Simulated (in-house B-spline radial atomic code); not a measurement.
K⁸⁺. Computed with a B-spline radial atomic code. Model: all-electron spherical atom, spin shells full or empty, radial basis limit, no spin-orbit coupling, Breit or QED, empty-state partial waves extrapolated as (l+1/2)^-4, RPA, G0W0 and static COHSEX of the highest shell as one setting changes (uncorrelated shells keep exact exchange).

In a row where one electron alone is correlated, RPA and GW hold only self-correlation.

Given: element K; charge 8; filled core Ne; hamiltonian one-electron scalar X2C; mean-field start PBE; highest l of empty states 9; nuclear rms radius 3.4349 fm; highest mean-field shell 3s up.

Shell: 3s 1 0 (electrons up and down).

```
lowest nl shells left uncorrelated  RPA correlation energy (hartree)  G0W0 level (eV)  G0W0 minus most complete (meV)  COHSEX level (eV)
                                 0                          -0.68724          -177.35                               0            -179.72
                                 1                                 ?                ?                               ?                  ?
                                 2                                 ?                ?                               ?                  ?
                                 3                         -0.038273          -176.89                           454.3            -179.04
```

Problem. What follows for lowest nl shells left uncorrelated = 2?

Solution. RPA correlation energy -0.40335 hartree; G0W0 level -177.39 eV; G0W0 minus most complete -39.9 meV; COHSEX level -179.78 eV.

Problem. What follows for lowest nl shells left uncorrelated = 1?

Solution. RPA correlation energy -0.55233 hartree; G0W0 level -177.34 eV; G0W0 minus most complete 5.8 meV; COHSEX level -179.71 eV.
